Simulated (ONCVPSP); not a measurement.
**Ag: one change to an ONCV potential, before and after**

* Element: silver (Ag)
* Generator: ONCVPSP 4.0.1
* Type: optimised norm-conserving Vanderbilt (ONCV)
* Functional: PBEsol
* Relativity: scalar-relativistic
* Frozen core: [Ar] 3d10
* Valence charge: 19
* Reference configuration: 4s2 4p6 4d10 5s0.75 5p0.25
* Partial waves: 4s+5s: rc 1.25 bohr, ncon 4, nbas 8, qcut 7.7 1/bohr, 2 projectors; 4p+5p: rc 1.40 bohr, ncon 4, nbas 8, qcut 8.8 1/bohr, 2 projectors; 4d: rc 1.40 bohr, ncon 4, nbas 8, qcut 12.4 1/bohr, 2 projectors, debl 1.1 Ha
* Local potential: polynomial inside 0.85 bohr (lpopt 2, dvloc0 6 Ha)
* Core correction: none

Change: all radii scaled by about 0.81 (s 1.02, p 1.14, d 1.14 bohr); local potential polynomial inside 0.70 bohr (lpopt 2, dvloc0 6 Ha).

Cutoffs: the cutoffs (Ha) at which the residual kinetic energy of the hardest occupied pseudo-wave falls to 1 and 0.1 mHa per electron; they do not see the model core or the augmentation charge, which bear on the density cutoff. Errors are all-electron minus pseudo energies relative to the spin-unpolarised reference configuration.

Question: What does the change do?

Answer: The potential gets harder (38 Ha and 99 Ha → 126 Ha and 169 Ha); of the 3 tests that both files solve, the error grows in 0 and shrinks in 1 by more than 15 % and 0.3 meV (median size 1.1 → 0.6 meV); neither file shows a bound ghost. A smaller radius makes the pseudo-wave follow the all-electron one further in, where it bends more sharply, so more plane waves are needed.

| quantity | base | changed |
| --- | --- | --- |
| cutoff, loose | 38 Ha | 126 Ha |
| cutoff, tight | 99 Ha | 169 Ha |
| loose cutoff by channel | s 29 Ha, p 19 Ha, d 38 Ha | s 126 Ha, p 37 Ha, d 37 Ha |
| bound ghosts | none | none |
| GHOST(+) flags under 300 eV | none | none |
| tests with a reliable result | 3 of 4 | 3 of 4 |
| error for 4s2 4p6 4d10 5s1 5p0, meV [ΔE -0.95 eV] | +0.1 | +0.1 |
| error for 4s2 4p6 4d10 5s0 5p0, meV [ΔE 6.80 eV] | -1.1 | -1.1 |
| error for 4s2 4p6 4d9 5s1 5p1, meV [ΔE 7.66 eV] | +1.2 | +0.6 |
